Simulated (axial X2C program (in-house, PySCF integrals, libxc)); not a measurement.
## Outer orbitals of SbN⁻ at 1.899 Å, HF

Computed with an in-house relativistic program for diatomic molecules. Spin-free means the one-electron spin-free X2C Hamiltonian; two-component (2c) means X2C with spin–orbit coupling and atomic mean-field two-electron Coulomb and Gaunt terms, so the difference of the two also holds small scalar two-electron terms. Basis: Sb dyall-acv3z [12s13p9d5f1g], N dyall-av3z [7s7p3d2f] (cores contracted in-house); Gaussian nuclei, density fitting, unrestricted open shells. Masses: Sb 120.904 u, N 14.003 u.

The distance is close to the 2c PBE0 minimum; the highest filled and lowest empty levels are listed.

Spin-free orbitals, state M_S = 1/2, Λ = 1 (beyond evenly filled blocks: π+α) (Löwdin shares):

| symmetry | occupied | ε (eV) | atomic character |
| --- | --- | --- | --- |
| σα | yes | -24.98 | 71% N s, 9% Sb p, 8% Sb d |
| σβ | yes | -19.28 | 57% N s, 19% Sb s, 9% Sb p |
| σα | yes | -11.11 | 46% N p, 41% Sb s, 6% N s |
| σβ | yes | -10.96 | 43% Sb s, 26% N p, 16% N s |
| π+α | yes | -9.06 | 87% N p, 6% Sb p, 4% Sb f |
| π-α | yes | -8.53 | 86% N p, 5% Sb p, 4% Sb d |
| σα | yes | -6.12 | 41% N p, 27% Sb p, 25% Sb s |
| σβ | yes | -4.87 | 52% N p, 28% Sb p, 12% Sb s |
| π+β | yes | -2.92 | 71% Sb p, 22% N p, 6% N d |
| π-β | yes | -2.92 | 71% Sb p, 22% N p, 6% N d |
| π+α | yes | -0.63 | 77% Sb p, 8% N p, 8% Sb d |
| π-α | no | 3.95 | 95% Sb p, 2% N p |
| σα | no | 4.05 | 95% Sb p |
| σβ | no | 4.07 | 88% Sb p, 6% N p, 3% Sb s |
| σα | no | 4.14 | 78% Sb s, 18% N p |

Spinors with spin–orbit coupling (state Ω = 1/2):

```csv
ω,occupied,ε (eV),atomic character,λ mixture
-1/2,yes,-24.88,"71% N s, 9% Sb p, 8% Sb d",100% σ
1/2,yes,-19.16,"57% N s, 19% Sb s, 9% Sb p",100% σ
-1/2,yes,-11.05,"46% N p, 42% Sb s, 6% N s",100% σ
1/2,yes,-10.81,"43% Sb s, 26% N p, 16% N s",100% σ
1/2,yes,-8.99,"86% N p, 6% Sb p, 4% Sb f",100% π
-3/2,yes,-8.43,"87% N p, 5% Sb p, 4% Sb d",100% π
-1/2,yes,-6.05,"41% N p, 27% Sb p, 24% Sb s",100% σ
1/2,yes,-4.77,"51% N p, 28% Sb p, 12% Sb s",100% σ
-1/2,yes,-2.99,"72% Sb p, 21% N p, 6% N d",100% π
3/2,yes,-2.59,"70% Sb p, 23% N p, 6% N d",100% π
1/2,yes,-0.82,"76% Sb p, 8% N p, 7% Sb d",100% π
-3/2,no,3.97,"96% Sb p, 2% N p",100% π
-1/2,no,4.06,"93% Sb p, 4% Sb s",100% σ
1/2,no,4.08,95% Sb p,100% σ
-1/2,no,4.20,96% Sb p,"99% π, 1% σ"
```

(1) How does the gap between the highest filled and lowest empty level change from the spin-free to the 2c table?

Mulliken charges and populations of the two-component result (they depend on the basis, above all on diffuse functions):

Sb -0.20 e (s 9.76 p 21.39 d 20.03 f 0.01), N -0.80 e (s 4.04 p 3.71 d 0.04). ⟨Lz⟩ = 1.00 ħ and ⟨Sz⟩ = -0.50 ħ (0.41 and -0.91 on the two atoms), which add up to Ω.

One determinant describes the state; a PBE0 search over occupations chose it and may have missed a lower one. The determinant is spin-polarised beyond a pure state at some levels (its spin-free form has ⟨S²⟩ too high), which makes Re and μ there less reliable. The stretched end of a curve changes character and is left out.

Answers

(1) From 4.58 to 4.79 eV at HF, a change of 0.21 eV.
